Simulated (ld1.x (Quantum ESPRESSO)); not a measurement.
**technetium (Tc): PAW pseudisation with LDA (PZ), fully relativistic reference atom.**

ld1.x (Quantum ESPRESSO) 7.5 was run on this input:

```
&input
   title='Tc', zed=43., rel=2, dft='PZ', iswitch=3,
   config='[Kr] 4d5 5s1.5 5p0', rel_dist='average',
   nld=5, rlderiv=1.85, eminld=-8.0, emaxld=5.0, deld=0.04
 /
 &inputp
   pseudotype=3, lpaw=.true., tm=.true., lloc=-1, rcloc=1.25,
   nlcc=.true., rcore=1.70,
   which_augfun='BESSEL', rmatch_augfun=1.10,
   file_pseudopw='Tc.UPF', file_wfcaegen='ae.wfc', file_wfcncgen='nc.wfc', file_beta='beta', file_chi='chi', file_wfcusgen='us.wfc'
 /
6
4S  1  0   2.00   0.00  1.35  1.65  0.0
5S  2  0   1.50   0.00  1.35  1.65  0.0
4P  2  1   6.00   0.00  1.55  1.70  0.0
5P  3  1   0.00   0.00  1.55  1.70  0.0
4D  3  2   5.00   0.00  1.50  1.65  0.0
4D  3  2   0.00   2.75  1.50  1.65  0.0
 &test
   configts(1)='4s2 4p6 4d5 5s1.5 5p0'
 /
```

Command:

```bash
ld1.x < Tc.in > Tc.out
```

Resulting log (shortened: banner, matrices, multipoles, cross overlaps and the repeated all-electron block are left out):

```
Program LD1 v.7.5
     --------------------------- All-electron run ----------------------------

     Tc
     dirac relativistic calculation

     atomic number is 43.00
     dft =PZ   lsd =0 sic =0 latt =0  beta=0.20 tr2=1.0E-14
     Exchange-correlation= PZ
                           (   1   1   0   0   0   0   0)
     mesh =1231 r(mesh) = 100.86670 a.u. xmin = -7.00 dx = 0.01250
     1 Ry =  13.60569312 eV, c = 137.03599908

     n l j   nl                  e(Ry)          e(Ha)          e(eV)
     Spin orbit split results
     1 0 0.5 1S 1( 2.00)     -1531.2460      -765.6230    -20833.6634
     2 0 0.5 2S 1( 2.00)      -218.7044      -109.3522     -2975.6250
     2 1 0.5 2P 1( 2.00)      -201.8306      -100.9153     -2746.0448
     2 1 1.5 2P 1( 4.00)      -193.1534       -96.5767     -2627.9862
     3 0 0.5 3S 1( 2.00)       -38.2774       -19.1387      -520.7899
     3 1 0.5 3P 1( 2.00)       -31.7879       -15.8940      -432.4967
     3 1 1.5 3P 1( 4.00)       -30.3357       -15.1678      -412.7382
     4 0 0.5 4S 1( 2.00)        -5.6607        -2.8303       -77.0173
     4 1 0.5 4P 1( 2.00)        -3.7559        -1.8779       -51.1013
     4 1 1.5 4P 1( 4.00)        -3.5357        -1.7679       -48.1057
     3 2 1.5 3D 1( 4.00)       -18.8100        -9.4050      -255.9233
     3 2 2.5 3D 1( 6.00)       -18.5306        -9.2653      -252.1212
     4 2 1.5 4D 1( 2.00)        -0.7789        -0.3895       -10.5978
     4 2 2.5 4D 1( 3.00)        -0.7574        -0.3787       -10.3054
     5 0 0.5 5S 1( 1.50)        -0.6174        -0.3087        -8.4002
     5 1 0.5 5P 1( 0.00)        -0.3178        -0.1589        -4.3238
     5 1 1.5 5P 1( 0.00)        -0.3034        -0.1517        -4.1276
     Averaged results
     1 0     1S 1( 2.00)     -1531.2460      -765.6230    -20833.6634
     2 0     2S 1( 2.00)      -218.7044      -109.3522     -2975.6250
     2 1     2P 1( 6.00)      -196.0458       -98.0229     -2667.3391
     3 0     3S 1( 2.00)       -38.2774       -19.1387      -520.7899
     3 1     3P 1( 6.00)       -30.8198       -15.4099      -419.3244
     4 0     4S 1( 2.00)        -5.6607        -2.8303       -77.0173
     4 1     4P 1( 6.00)        -3.6091        -1.8045       -49.1042
     3 2     3D 1(10.00)       -18.6423        -9.3212      -253.6420
     4 2     4D 1( 5.00)        -0.7660        -0.3830       -10.4224
     5 0     5S 1( 1.50)        -0.6174        -0.3087        -8.4002
     5 1     5P 1( 0.00)        -0.3082        -0.1541        -4.1930

     final scf error:  6.7E-15 reached in  29 iterations

     Etot =   -8563.619389 Ry,   -4281.809695 Ha, -116513.977434 eV

     Ekin =    8893.102452 Ry,    4446.551226 Ha,  120996.822870 eV
     Encl =  -20691.359958 Ry,  -10345.679979 Ha, -281520.293888 eV
     Eh   =    3482.570239 Ry,    1741.285120 Ha,   47382.781958 eV
     Exc  =    -247.932122 Ry,    -123.966061 Ha,   -3373.288373 eV

     normalization and overlap integrals

     s(1S/1S) =  1.000000  <r> =   0.0343  <r2> =    0.0016  r(max) =   0.0224
     s(2S/2S) =  1.000000  <r> =   0.1494  <r2> =    0.0264  r(max) =   0.1257
     s(2P/2P) =  1.000000  <r> =   0.1272  <r2> =    0.0199  r(max) =   0.0979
     s(2P/2P) =  1.000000  <r> =   0.1318  <r2> =    0.0212  r(max) =   0.1017
     s(3S/3S) =  1.000000  <r> =   0.4160  <r2> =    0.1983  r(max) =   0.3730
     s(3P/3P) =  1.000000  <r> =   0.4096  <r2> =    0.1954  r(max) =   0.3593
     s(3P/3P) =  1.000000  <r> =   0.4202  <r2> =    0.2055  r(max) =   0.3684
     s(4S/4S) =  1.000000  <r> =   1.0566  <r2> =    1.2666  r(max) =   0.9525
     s(4P/4P) =  1.000000  <r> =   1.1509  <r2> =    1.5200  r(max) =   1.0013
     s(4P/4P) =  1.000000  <r> =   1.1819  <r2> =    1.6032  r(max) =   1.0266
     s(3D/3D) =  1.000000  <r> =   0.3973  <r2> =    0.1895  r(max) =   0.3092
     s(3D/3D) =  1.000000  <r> =   0.4008  <r2> =    0.1927  r(max) =   0.3131
     s(4D/4D) =  1.000000  <r> =   1.6894  <r2> =    3.4843  r(max) =   1.2697
     s(4D/4D) =  1.000000  <r> =   1.7103  <r2> =    3.5742  r(max) =   1.2697
     s(5S/5S) =  1.000000  <r> =   3.1262  <r2> =   11.1179  r(max) =   2.6546
     s(5P/5P) =  1.000000  <r> =   4.0107  <r2> =   18.4786  r(max) =   3.3244
     s(5P/5P) =  1.000000  <r> =   4.1204  <r2> =   19.4919  r(max) =   3.4086

     ------------------------ End of All-electron run ------------------------

     --------------------- Generating PAW atomic setup --------------------

      Generating local potential from pseudized AE potential:
      Matching radius rcloc =   1.2500

      Local pseudo, rcloc= 1.238 Estimated cut-off energy=    16.10 Ry

      Computing core charge for nlcc:

       r > 1.71 : true rho core
       r < 1.71 : rho core = a sin(br)/r    a=   0.00  b=   1.71

      Integrated core pseudo-charge :   0.01

     Fully relativistic calculation: |psi|^2

     Wfc 4S LC norm =  0.99967683 SC norm =  0.00032241 missing  0.00000076
     Speed at rcutus      0.755 a.u.,  v/c =  0.005512,  (v/c)^2 = -0.00003038

     Wfc 5S LC norm =  0.99995930 SC norm =  0.00003736 missing  0.00000334
     Speed at rcutus      0.530 a.u.,  v/c =  0.003871,  (v/c)^2 =  0.00001498

     Wfc 4P LC norm =  0.99972588 SC norm =  0.00027360 missing  0.00000051
     Speed at rcutus      0.426 a.u.,  v/c =  0.003112,  (v/c)^2 = -0.00000968

     Wfc 4P LC norm =  0.99973803 SC norm =  0.00025964 missing  0.00000233
     Speed at rcutus      0.356 a.u.,  v/c =  0.002601,  (v/c)^2 = -0.00000677

     Wfc 5P LC norm =  0.99997585 SC norm =  0.00002194 missing  0.00000221
     Speed at rcutus      0.289 a.u.,  v/c =  0.002110,  (v/c)^2 =  0.00000445

     Wfc 5P LC norm =  0.99997708 SC norm =  0.00001845 missing  0.00000448
     Speed at rcutus      0.242 a.u.,  v/c =  0.001768,  (v/c)^2 =  0.00000313

     Wfc 4D LC norm =  0.99986132 SC norm =  0.00013857 missing  0.00000011
     Speed at rcutus      1.233 a.u.,  v/c =  0.009001,  (v/c)^2 =  0.00008102

     Wfc 4D LC norm =  0.99986427 SC norm =  0.00012560 missing  0.00001012
     Speed at rcutus      1.238 a.u.,  v/c =  0.009037,  (v/c)^2 =  0.00008166
      Wfc-us  4S rcutus= 1.630  Estimated cut-off energy=    20.42 Ry
      Wfc-us  5S rcutus= 1.630  Estimated cut-off energy=    40.82 Ry
      Wfc-us  4P rcutus= 1.714  Estimated cut-off energy=    28.68 Ry
      Wfc-us  4P rcutus= 1.714  Estimated cut-off energy=    28.53 Ry
      Wfc-us  5P rcutus= 1.714  Estimated cut-off energy=    52.11 Ry
      Wfc-us  5P rcutus= 1.714  Estimated cut-off energy=    51.14 Ry
      Wfc-us  4D rcutus= 1.630  Estimated cut-off energy=    42.81 Ry
      Wfc-us  4D rcutus= 1.630  Estimated cut-off energy=    42.77 Ry
      Wfc-us  4D rcutus= 1.630  Estimated cut-off energy=    66.71 Ry
      Wfc-us  4D rcutus= 1.630  Estimated cut-off energy=    65.96 Ry

     Required augmentation: BESSEL   radius:    1.100000
     Suggested rho cutoff for augmentation:  81.08 Ry

     Estimated PAW energy = -386.892848 Ryd

     ------------------- End of pseudopotential generation -------------------

     Computing logarithmic derivative in   1.85906
     Computing logarithmic derivative in   1.85906
     Computing the partial wave expansion
     R is outside the sphere for l=    0 j= 0.50
     R is outside the sphere for l=    0 j= 0.50
     R is outside the sphere for l=    1 j= 0.50
     R is outside the sphere for l=    1 j= 0.50
     R is outside the sphere for l=    1 j= 1.50
     R is outside the sphere for l=    1 j= 1.50
     R is outside the sphere for l=    2 j= 1.50
     R is outside the sphere for l=    2 j= 1.50
     R is outside the sphere for l=    2 j= 2.50
     R is outside the sphere for l=    2 j= 2.50

     ---------------------- Testing the pseudopotential ----------------------

     Tc
     dirac relativistic calculation

     atomic number is 43.00   valence charge is 15.00
     dft = SLA  PZ   NOGX NOGC   lsd =0 sic =0 latt =0  beta=0.20 tr2=1.0E-14
     mesh =1231 r(mesh) = 100.86670 xmin = -7.00 dx = 0.01250

     n l  j  nl             e AE (Ry)       e PS (Ry)    De AE-PS (Ry)
     1 0 0.5 4S   1( 2.00)       -5.66066       -5.66067        0.00000
     2 1 0.5 4P   1( 2.00)       -3.75587       -3.75588        0.00000
     2 1 1.5 4P   1( 4.00)       -3.53571       -3.53571        0.00001
     3 2 1.5 4D   1( 2.00)       -0.77892       -0.77892       -0.00000
     3 2 2.5 4D   1( 3.00)       -0.75743       -0.75745        0.00001
     2 0 0.5 5S   1( 1.50)       -0.61740       -0.61740       -0.00000
     3 1 0.5 5P   1( 0.00)       -0.31779       -0.31778       -0.00001
     3 1 1.5 5P   1( 0.00)       -0.30337       -0.30337       -0.00000

     eps = 1.9E-15  iter =  6

     Etot =   -8563.619389 Ry,   -4281.809695 Ha, -116513.977434 eV
     Etotps =  -386.892851 Ry,    -193.446425 Ha,   -5263.945401 eV

     Ekin =     228.685966 Ry,     114.342983 Ha,    3111.431070 eV
     Encl =    -496.532226 Ry,    -248.266113 Ha,   -6755.665098 eV
     Ehrt =     128.885576 Ry,      64.442788 Ha,    1753.577597 eV
     Ecxc =    -247.932166 Ry,    -123.966083 Ha,   -3373.288969 eV
     (Ecc =      -0.000704 Ry,      -0.000352 Ha,      -0.009582 eV)

     ---------------------- End of pseudopotential test ----------------------
```

Generation and configuration tests took about 1.8 s on one core of a shared server CPU.

Transferability test of the new file with ld1.x, input:

```
&input
   title='Tc', zed=43., rel=2, dft='PZ', iswitch=2,
   config='[Kr] 4d5 5s1.5 5p0', rel_dist='average'
 /
 &test
   file_pseudo='Tc.UPF', nconf=8,
   configts(1)='4s2 4p6 4d5 5s1.5 5p0',
   configts(2)='4s2 4p6 4d5 5s2 5p0',
   configts(3)='4s2 4p6 4d5 5s1 5p0',
   configts(4)='4s2 4p6 4d5 5s0 5p0',
   configts(5)='4s1 4p6 4d5 5s2 5p0',
   configts(6)='4s2 4p6 4d4 5s2 5p1',
   configts(7)='4s2 4p6 4d6 5s0 5p0',
   configts(8)='4s2 4p6 4d5.5 5s1.5 5p0'
 /
```

```bash
ld1.x < Tc.test.in > Tc.test.out
```

Pseudopotential blocks of its output, shortened (energy terms left out):

```
     ---------------------- Testing the pseudopotential ----------------------

     n l  j  nl             e AE (Ry)       e PS (Ry)    De AE-PS (Ry)
     1 0 0.5 4S   1( 2.00)       -5.66066       -5.66067        0.00000
     2 1 0.5 4P   1( 2.00)       -3.75587       -3.75588        0.00000
     2 1 1.5 4P   1( 4.00)       -3.53571       -3.53571        0.00001
     3 2 1.5 4D   1( 2.00)       -0.77892       -0.77892       -0.00000
     3 2 2.5 4D   1( 3.00)       -0.75743       -0.75745        0.00001
     2 0 0.5 5S   1( 1.50)       -0.61740       -0.61740       -0.00000
     3 1 0.5 5P   1( 0.00)       -0.31779       -0.31778       -0.00001
     3 1 1.5 5P   1( 0.00)       -0.30337       -0.30337       -0.00000

     eps = 1.9E-15  iter =  6

     Etot =   -8563.619389 Ry,   -4281.809695 Ha, -116513.977434 eV
     Etotps =  -386.892851 Ry,    -193.446425 Ha,   -5263.945401 eV

     ---------------------- End of pseudopotential test ----------------------

          ---------------------- Testing the pseudopotential ----------------------

     n l  j  nl             e AE (Ry)       e PS (Ry)    De AE-PS (Ry)
     1 0 0.5 4S   1( 2.00)       -5.39118       -5.39116       -0.00002
     2 1 0.5 4P   1( 2.00)       -3.48606       -3.48605       -0.00001
     2 1 1.5 4P   1( 4.00)       -3.26580       -3.26579       -0.00001
     3 2 1.5 4D   1( 2.00)       -0.51340       -0.51339       -0.00001
     3 2 2.5 4D   1( 3.00)       -0.49223       -0.49224        0.00001
     2 0 0.5 5S   1( 2.00)       -0.38703       -0.38703       -0.00000
     3 1 0.5 5P   1( 0.00)       -0.11951       -0.11950       -0.00001
     3 1 1.5 5P   1( 0.00)       -0.10882       -0.10882       -0.00000

     eps = 2.1E-15  iter = 18

     Etot =   -8563.869835 Ry,   -4281.934918 Ha, -116517.384921 eV
     Etotps =  -387.143294 Ry,    -193.571647 Ha,   -5267.352849 eV
     dEtot_ae =      -0.250446 Ry
     dEtot_ps =      -0.250443 Ry,   Delta E=      -0.000003 Ry

     ---------------------- End of pseudopotential test ----------------------

          ---------------------- Testing the pseudopotential ----------------------

     n l  j  nl             e AE (Ry)       e PS (Ry)    De AE-PS (Ry)
     1 0 0.5 4S   1( 2.00)       -5.95240       -5.95243        0.00003
     2 1 0.5 4P   1( 2.00)       -4.04776       -4.04779        0.00002
     2 1 1.5 4P   1( 4.00)       -3.82763       -3.82765        0.00003
     3 2 1.5 4D   1( 2.00)       -1.06458       -1.06459        0.00001
     3 2 2.5 4D   1( 3.00)       -1.04271       -1.04273        0.00002
     2 0 0.5 5S   1( 1.00)       -0.86177       -0.86177       -0.00000
     3 1 0.5 5P   1( 0.00)       -0.53307       -0.53306       -0.00001
     3 1 1.5 5P   1( 0.00)       -0.51513       -0.51513       -0.00000

     eps = 2.3E-16  iter = 11

     Etot =   -8563.250106 Ry,   -4281.625053 Ha, -116508.953077 eV
     Etotps =  -386.523565 Ry,    -193.261782 Ha,   -5258.921010 eV
     dEtot_ae =       0.369283 Ry
     dEtot_ps =       0.369286 Ry,   Delta E=      -0.000002 Ry

     ---------------------- End of pseudopotential test ----------------------
```

The test run then stopped with an error in new_paw_hamiltonian: “negative rho”.
